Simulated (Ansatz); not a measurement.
Reaction (cleavage of the Si–B bond): `B[SiH](C)OC` + `O[Si](O)(O)O` → `CO[SiH](C)O[Si](O)(O)O` + BH₃

Program: Ansatz. Geometries: PBE0-D4/def2-TZVP. ΔE: electronic, gas phase. CCSD(T)/CBS adds triple-zeta CCSD(T) − MP2 to the extrapolated MP2 energy (def2 sets, frozen cores). This one scheme is used for every species. DFT in def2-TZVPP. B3LYP here is the variant with VWN-RPA as its local correlation; programs differ in this. Each species was taken in one conformer, which may not be the lowest.

```csv
level,ΔE (kJ/mol)
r2SCAN-D4,-154.8
PBE0-D4,-145.5
B3LYP-D4,-161.8
PBE,-129.1
RPA@PBE/def2-TZVPP,-159.7
HF/def2-QZVPP,-180.6
MP2/def2-QZVPP,-166.7
SCS-MP2/def2-QZVPP,-167.9
```

(1) What does CCSD(T)/CBS give? (Estimate.)

Largest T1 diagnostic among the species: 0.011.

Answers

(1) Ansatz gave: -159.0 kJ/mol. The listed levels differ from it by 4.2, 13.5, -2.8, 29.9, -0.7, -21.6, -7.7, -8.9 kJ/mol.

From PBE to PBE0 (25 % exact exchange), in def2-TZVPP and without D4, ΔE moves by −10.3 kJ/mol. The D4 term adds −9.3 kJ/mol with B3LYP and −6.0 kJ/mol with PBE0; it sums over pairs of atoms, weighted by their polarisabilities, and B3LYP, whose exchange is more repulsive, gets the larger term.

CCSD(T)/CBS has its own doubt, a few kJ/mol and more with outer-core shells, so smaller differences from it don't rank the levels.
